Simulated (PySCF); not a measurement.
# Computed records: CH₆AlFSi, FH₂OSi

Computed with PySCF 2.14.0. Calculation on a computer-drawn molecule: optimised geometry and harmonic frequencies of an isolated molecule of the commonest isotopes, restricted reference for singlets and unrestricted otherwise, frozen core in MP2.

Common to all runs: multiplicity 1; method HF.

(1) CH₆AlFSi

Start structure:
```xyz
10
CH6AlFSi
F      1.7003    -2.2271     1.0229
Al     1.8374    -0.7601     0.2486
C      2.4291     0.9318     1.1428
Si     1.4212     1.3808     2.7636
H      1.4438    -0.9102    -1.1835
H      2.3625     1.6831     0.4288
H      3.4525     0.8183     1.4802
H     -0.0164     1.4953     2.3955
H      1.6218     0.2998     3.7230
H      1.8902     2.6400     3.2451
```

Settings of this run: charge 0 and basis cc-pV(D+d)Z.

Results for CH₆AlFSi: rotational constants 10.31, 1.811, 1.697 GHz; total energy -671.7426 hartree; convergence status largest gradient component 8.533e-06 hartree/bohr.

Drawn bonds:
```tsv
atom	other atom	order
1	2	1
2	3	1
3	4	1
2	5	1
3	6	1
3	7	1
4	8	1
4	9	1
4	10	1
```

Optimised structure:
```xyz
10
CH6AlFSi
F      2.3396    -2.2496     0.8405
Al     1.8358    -0.7800     0.2633
C      2.4216     0.8178     1.2081
Si     1.3972     1.4013     2.6744
H      0.9295    -0.8052    -1.0180
H      2.4658     1.6453     0.4874
H      3.4435     0.6457     1.5708
H     -0.0020     1.6642     2.2506
H      1.3667     0.3626     3.7326
H      1.9447     2.6496     3.2571
```

Modes:
```tsv
frequency (cm⁻¹)	reduced mass (dalton)
31.59	3.41
104	1.21
147	3.168
235	2.947
489.1	1.536
499.6	1.169
550.7	2.013
684.4	1.136
728.7	1.479
765.9	2.989
792.6	1.637
867.9	4.674
1030	1.072
1036	1.074
1039	1.034
1057	1.086
1090	1.555
1485	1.091
2033	1.043
2285	1.047
2297	1.051
2308	1.022
3146	1.058
3202	1.101
```

(2) FH₂OSi

Start structure:
```xyz
5
FH2OSi
O     -2.0274    -0.2925     1.1630
Si    -0.8768     0.1625    -0.0250
F     -0.6335    -1.4670    -0.7097
H     -2.6798    -0.9190     0.9021
H     -1.7940     0.5157    -1.0818
```

Here we set charge -1 and basis aug-cc-pV(D+d)Z.

Drawn bonds:
```tsv
atom	other atom	order
1	2	1
2	3	1
1	4	1
2	5	1
```

Questions
1. What rotational constants does the calculation give for FH₂OSi (entry 2)?
2. Give the missing total energy for FH₂OSi (entry 2).

Calculated values
1. 20.47, 8.027, 6.149 GHz
2. -464.5094 hartree

Further results for FH₂OSi (entry 2):

* convergence status largest gradient component: 2.939e-05 hartree/bohr

Optimised structure:
```xyz
5
FH2OSi
O     -1.9961    -0.3398     1.2060
Si    -0.8496     0.1035    -0.0196
F     -0.5976    -1.4464    -0.6786
H     -2.7043    -0.8607     0.8651
H     -1.8639     0.5431    -1.1242
```

Modes:
```tsv
frequency (cm⁻¹)	reduced mass (dalton)
242.7	1.783
392.4	2.151
668.3	15.8
719.4	15.03
819.8	1.07
869.3	1.087
1014	1.223
1813	1.041
4162	1.066
```
